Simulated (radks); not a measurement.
The tellurium ion Te2+, 50 electrons, occupied as [Kr] 4d10 5s2 5p2.

All-electron calculation, Dirac Kohn-Sham, PBEsol, spin-unpolarised, spherical densities, finite nucleus; open shells are shared between the two j in proportion to 2j + 1; Fermi nuclear charge, rms radius 4.7423 fm. Program: a radial shooting solver on a logarithmic mesh with Libxc functionals.

Energy parts (hartree):
part                        energy
total                  -6792.67517
kinetic                 7182.73333
electron-nucleus      -16468.59795
Hartree                 2665.73560
exchange-correlation    -172.54615

Orbitals (lengths in bohr, moments of r in powers of bohr; <r^-3> diverges for s and p1/2; r(max) is where P^2 peaks):
1s1/2: occ. 2; eigenvalue (hartree) -1161.582; <1/r> 55.55; r(max) 0.01794; <r^4> 2.875e-06; small-component weight 3.66e-02
2s1/2: occ. 2; eigenvalue (hartree) -178.6931; <1/r> 12.94; r(max) 0.1015; <r^4> 0.0004922; small-component weight 7.80e-03
2p1/2: occ. 2; eigenvalue (hartree) -167.4980; <1/r> 12.92; r(max) 0.07796; <r^4> 0.0003151; small-component weight 7.83e-03
2p3/2: occ. 4; eigenvalue (hartree) -157.4185; <1/r> 11.96; <r^-3> 4903; r(max) 0.08266; <r^4> 0.0003755; small-component weight 7.44e-03
3s1/2: occ. 2; eigenvalue (hartree) -36.12858; <1/r> 4.600; r(max) 0.2930; <r^4> 0.02147; small-component weight 2.29e-03
3p1/2: occ. 2; eigenvalue (hartree) -31.52298; <1/r> 4.511; r(max) 0.2793; <r^4> 0.02058; small-component weight 2.23e-03
3p3/2: occ. 4; eigenvalue (hartree) -29.64452; <1/r> 4.273; <r^-3> 933.0; r(max) 0.2899; <r^4> 0.02358; small-component weight 2.13e-03
3d3/2: occ. 4; eigenvalue (hartree) -21.51040; <1/r> 4.126; <r^-3> 148.5; r(max) 0.2360; <r^4> 0.01949; small-component weight 2.01e-03
3d5/2: occ. 6; eigenvalue (hartree) -21.11742; <1/r> 4.065; <r^-3> 137.7; r(max) 0.2390; <r^4> 0.02034; small-component weight 1.98e-03
4s1/2: occ. 2; eigenvalue (hartree) -6.74157; <1/r> 1.837; r(max) 0.7012; <r^4> 0.6462; small-component weight 6.45e-04
4p1/2: occ. 2; eigenvalue (hartree) -5.15777; <1/r> 1.724; r(max) 0.7214; <r^4> 0.8220; small-component weight 5.83e-04
4p3/2: occ. 4; eigenvalue (hartree) -4.79950; <1/r> 1.647; <r^-3> 178.0; r(max) 0.7459; <r^4> 0.9473; small-component weight 5.50e-04
4d3/2: occ. 4; eigenvalue (hartree) -2.27087; <1/r> 1.384; <r^-3> 20.99; r(max) 0.8058; <r^4> 2.048; small-component weight 4.07e-04
4d5/2: occ. 6; eigenvalue (hartree) -2.21658; <1/r> 1.365; <r^-3> 19.27; r(max) 0.8147; <r^4> 2.155; small-component weight 3.99e-04
5s1/2: occ. 2; eigenvalue (hartree) -1.20475; <1/r> 0.6603; r(max) 1.753; <r^4> 28.46; small-component weight 1.14e-04
5p1/2: occ. 0.666667; eigenvalue (hartree) -0.84902; <1/r> 0.5648; r(max) 1.991; <r^4> 52.62; small-component weight 8.52e-05
5p3/2: occ. 1.33333; eigenvalue (hartree) -0.80912; <1/r> 0.5431; <r^-3> 19.83; r(max) 2.065; <r^4> 60.20; small-component weight 7.99e-05

The highest occupied level is 5p3/2 at -22.017 eV. Summed over all electrons, <r^2> = 40.12 bohr^2, which gives a Langevin (diamagnetic) susceptibility term of -31.8 x 10^-6 cm^3/mol. The density falls to 0.001 e/bohr^3 at r = 3.92 bohr. For comparison, the ionisation energy in NIST's Atomic Spectra Database is 27.84 eV (measured). In exact Kohn-Sham theory the highest level is minus the ionisation energy, but local and semilocal functionals leave it too shallow, through self-interaction and a potential that decays too fast; potentials with the right tail come closer.

Beside tabulated values, note that spin-unpolarised runs miss the spin-polarisation part of the exchange energy of open shells.
